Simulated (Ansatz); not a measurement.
Ansatz results at the PBE0-D4/def2-TZVP geometry: LUMO energy (ωB97M-V/def2-TZVPP) 1.82 eV; HOMO energy (PBE/def2-TZVPP) -6.82 eV; HOMO–LUMO gap (PBE0/def2-TZVPP) 8.54 eV.

Q: Which molecule gave them?
A. `CC[O][Ge]([CH3])([O]CC)[O]CC`
B. `[Cl][GeH2][SeH]`
C. `[OH][GeH3]`
D. `C[CH](C)[GeH]([CH](C)C)[CH](C)C`

A: C. The others give `[Cl][GeH2][SeH]`: 1.11, -6.11, 6.53; `C[CH](C)[GeH]([CH](C)C)[CH](C)C`: 2.39, -6.04, 8.15; `CC[O][Ge]([CH3])([O]CC)[O]CC`: 2.20, -6.13, 8.40.
